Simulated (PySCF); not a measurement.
C2H4, charge -1, doublet (typed; the unrestricted solution is spin-contaminated), geometry from GFN2-xTB (a state made from the parent by changing its charge; the spin is typed, not shown lowest), with bond 3-1 at 2.0 times its length; DF-HF/cc-pVTZ run with PySCF.

Input for PySCF:
```python
from pyscf import gto, scf

mol = gto.Mole()
mol.atom = '''
    C    -0.688195   -0.076962    0.224503
    C     0.688195    0.076962   -0.224503
    H    -1.942285    1.723568   -0.049586
    H    -1.205612   -0.962416   -0.188647
    H     1.315240   -0.823303   -0.087459
    H     1.205612    0.962416    0.188647
'''
mol.basis = 'cc-pvtz'
mol.charge = -1
mol.spin = 1
mol.verbose = 4
mol.build()

mf = scf.UHF(mol)
mf.conv_tol = 1e-11
mf = mf.density_fit(auxbasis='def2-universal-jkfit')
mf.kernel()
```

Problem. Predict the main parts of the log of this PySCF run.

Solution. 
```
PySCF version 2.14.0

[INPUT] verbose = 4
[INPUT] num. atoms = 6
[INPUT] num. electrons = 17
[INPUT] charge = -1
[INPUT] spin (= nelec alpha-beta = 2S) = 1
[INPUT] symmetry False subgroup None
[INPUT] Mole.unit = angstrom
[INPUT] Symbol           X                Y                Z      unit          X                Y                Z       unit  Magmom
[INPUT]  1 C     -0.688195000000  -0.076962000000   0.224503000000 AA   -1.300500070295  -0.145437101999   0.424249184143 Bohr   0.0
[INPUT]  2 C      0.688195000000   0.076962000000  -0.224503000000 AA    1.300500070295   0.145437101999  -0.424249184143 Bohr   0.0
[INPUT]  3 H     -1.942285000000   1.723568000000  -0.049586000000 AA   -3.670386705851   3.257071477064  -0.093703959613 Bohr   0.0
[INPUT]  4 H     -1.205612000000  -0.962416000000  -0.188647000000 AA   -2.278276492489  -1.818702657899  -0.356491164221 Bohr   0.0
[INPUT]  5 H      1.315240000000  -0.823303000000  -0.087459000000 AA    2.485443388073  -1.555817187533  -0.165273557128 Bohr   0.0
[INPUT]  6 H      1.205612000000   0.962416000000   0.188647000000 AA    2.278276492489   1.818702657899   0.356491164221 Bohr   0.0

nuclear repulsion = 29.7183689705387
number of shells = 42
number of NR pGTOs = 148
number of NR cGTOs = 116
basis = cc-pvtz
ecp = {}

******** <class 'pyscf.df.df_jk.DFUHF'> ********
method = DFUHF
initial guess = minao
damping factor = 0
level_shift factor = 0
DIIS = <class 'pyscf.scf.diis.CDIIS'>
diis_start_cycle = 1
diis_space = 8
diis_damp = 0
SCF conv_tol = 1e-11
SCF conv_tol_grad = None
SCF max_cycles = 50
direct_scf = False
number electrons alpha = 9  beta = 8
Set gradient conv threshold to 3.16228e-06
******** <class 'pyscf.df.df.DF'> ********
auxbasis = def2-universal-jkfit
init E= -77.5449336915889

cycle= 1 E= -77.8112309660997  delta_E= -0.266  |g|= 0.196  |ddm|= 1.25
cycle= 2 E= -77.8498181397547  delta_E= -0.0386  |g|= 0.07  |ddm|= 0.282
cycle= 3 E= -77.8561552299132  delta_E= -0.00634  |g|= 0.0361  |ddm|= 0.154
cycle= 4 E= -77.8582343153788  delta_E= -0.00208  |g|= 0.0207  |ddm|= 0.0726
cycle= 5 E= -77.8593455679816  delta_E= -0.00111  |g|= 0.0131  |ddm|= 0.0653
cycle= 6 E= -77.8601486472166  delta_E= -0.000803  |g|= 0.0107  |ddm|= 0.0499
cycle= 7 E= -77.8607691030702  delta_E= -0.00062  |g|= 0.00978  |ddm|= 0.0375
cycle= 8 E= -77.8616079201222  delta_E= -0.000839  |g|= 0.00902  |ddm|= 0.0547
cycle= 9 E= -77.8626089542118  delta_E= -0.001  |g|= 0.00766  |ddm|= 0.0747
cycle= 10 E= -77.8636062074383  delta_E= -0.000997  |g|= 0.00503  |ddm|= 0.093
cycle= 11 E= -77.8639583435422  delta_E= -0.000352  |g|= 0.00286  |ddm|= 0.0523
cycle= 12 E= -77.8640176783406  delta_E= -5.93e-05  |g|= 0.00212  |ddm|= 0.0175
cycle= 13 E= -77.8640542843166  delta_E= -3.66e-05  |g|= 0.00117  |ddm|= 0.0145
cycle= 14 E= -77.8640645039976  delta_E= -1.02e-05  |g|= 0.00079  |ddm|= 0.00735
cycle= 15 E= -77.8640678561562  delta_E= -3.35e-06  |g|= 0.000596  |ddm|= 0.00427
cycle= 16 E= -77.8640710887412  delta_E= -3.23e-06  |g|= 0.000408  |ddm|= 0.00483
cycle= 17 E= -77.8640723912662  delta_E= -1.3e-06  |g|= 0.000269  |ddm|= 0.00283
cycle= 18 E= -77.864072910607  delta_E= -5.19e-07  |g|= 0.000142  |ddm|= 0.00306
cycle= 19 E= -77.8640730874979  delta_E= -1.77e-07  |g|= 5.76e-05  |ddm|= 0.00139
cycle= 20 E= -77.864073111504  delta_E= -2.4e-08  |g|= 2.97e-05  |ddm|= 0.000454
cycle= 21 E= -77.8640731174663  delta_E= -5.96e-09  |g|= 1.58e-05  |ddm|= 0.000209
cycle= 22 E= -77.8640731198553  delta_E= -2.39e-09  |g|= 7.49e-06  |ddm|= 0.000174
cycle= 23 E= -77.8640731201954  delta_E= -3.4e-10  |g|= 3.46e-06  |ddm|= 5.56e-05
cycle= 24 E= -77.8640731202809  delta_E= -8.55e-11  |g|= 2.05e-06  |ddm|= 2.89e-05
cycle= 25 E= -77.864073120313  delta_E= -3.21e-11  |g|= 7.96e-07  |ddm|= 2.43e-05
cycle= 26 E= -77.864073120315  delta_E= -2.05e-12  |g|= 4.09e-07  |ddm|= 6.48e-06
Extra cycle  E= -77.8640731203155  delta_E= -4.97e-13  |g|= 3.06e-07  |ddm|= 9.41e-07
converged SCF energy = -77.8640731203155  <S^2> = 1.0615142  2S+1 = 2.2904273
```
